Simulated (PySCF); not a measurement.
Compound: CH3BN2O2.
SMILES: `B(NC=O)N=O`

Torsions of this conformer, `[O:1]=[CH:2][NH:3][BH:4][N:5]=[O:6]`: O1–C2–N3–B4 0°, C2–N3–B4–N5 0°, N3–B4–N5–O6 180°.

The closed-shell ground state was solved at several levels (PySCF, density fitting, gas phase, non-relativistic). Geometry: GFN2-xTB, one conformer, isolated molecule.

```json
{"level": "B3LYP/pcJ-1", "basis functions": "192", "total energy (Eh)": "-324.6705", "HOMO (eV)": "-5.56", "LUMO (eV)": "-1.71", "gap (eV)": "3.85", "dipole (D)": "5.72"}
{"level": "CAM-B3LYP/def2-SVPD", "basis functions": "150", "total energy (Eh)": "-324.3031", "HOMO (eV)": "-7.27", "LUMO (eV)": "-0.37", "gap (eV)": "6.90", "dipole (D)": "5.95"}
```

(1) Estimate the row for PBE0/pcSseg-1, a basis of 117 functions; the other rows only guide the guess.

(2) Over all these levels, which gives the widest orbital gap and which the narrowest?

(3) How far do the dipole and the HOMO energy spread over the levels?

## Answers

(1) Total energy -324.2661 Eh, HOMO -5.79 eV, LUMO -1.46 eV, gap 4.33 eV, dipole 5.72 D.

(2) CAM-B3LYP/def2-SVPD (range-separated hybrid) has the widest, 6.90 eV, and B3LYP/pcJ-1 (global hybrid, 20 % exact exchange) the narrowest, 3.85 eV. Functional and basis both differ between the two, so the spread mixes both effects.

(3) The dipole runs from 5.72 to 5.95 D (mean 5.80 D) and the HOMO from -7.27 to -5.56 eV.
